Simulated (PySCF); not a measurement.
# Li⁺ (lithium, charge +1) across methods

1s2, closed-shell 1S. Computed with PySCF 2.14 in aug-cc-pVDZ-DK (4s3p2d, 23 functions), with scalar relativity by spin-free X2C-1e.

```json
{"method": "UHF", "E (hartree)": "-7.23678", "mean ε 1s (eV)": "-75.999", "Σ⟨r²⟩ (bohr²)": "0.8915", "⟨S²⟩": "0.000"}
{"method": "LDA", "E (hartree)": "-7.1417", "mean ε 1s (eV)": "-59.089", "Σ⟨r²⟩ (bohr²)": "0.9147", "⟨S²⟩": "0.000"}
{"method": "M06-2X", "E (hartree)": "-7.2831", "mean ε 1s (eV)": "-68.337", "Σ⟨r²⟩ (bohr²)": "0.9018", "⟨S²⟩": "0.000"}
{"method": "TPSSh", "E (hartree)": "-7.2863", "mean ε 1s (eV)": "-63.024", "Σ⟨r²⟩ (bohr²)": "0.9005", "⟨S²⟩": "0.000"}
{"method": "r2SCAN", "E (hartree)": "-7.2817", "mean ε 1s (eV)": "-61.900", "Σ⟨r²⟩ (bohr²)": "0.9006", "⟨S²⟩": "0.000"}
{"method": "CAM-B3LYP", "E (hartree)": "-7.2652", "mean ε 1s (eV)": "-65.904", "Σ⟨r²⟩ (bohr²)": "0.9093", "⟨S²⟩": "0.000"}
{"method": "TPSS", "E (hartree)": "-7.2867", "mean ε 1s (eV)": "-61.493", "Σ⟨r²⟩ (bohr²)": "0.9021", "⟨S²⟩": "0.000"}
{"method": "PBE", "E (hartree)": "-7.2562", "mean ε 1s (eV)": "-60.273", "Σ⟨r²⟩ (bohr²)": "0.9105", "⟨S²⟩": "0.000"}
{"method": "PBE0", "E (hartree)": "-7.2624", "mean ε 1s (eV)": "-64.407", "Σ⟨r²⟩ (bohr²)": "0.9037", "⟨S²⟩": "0.000"}
```
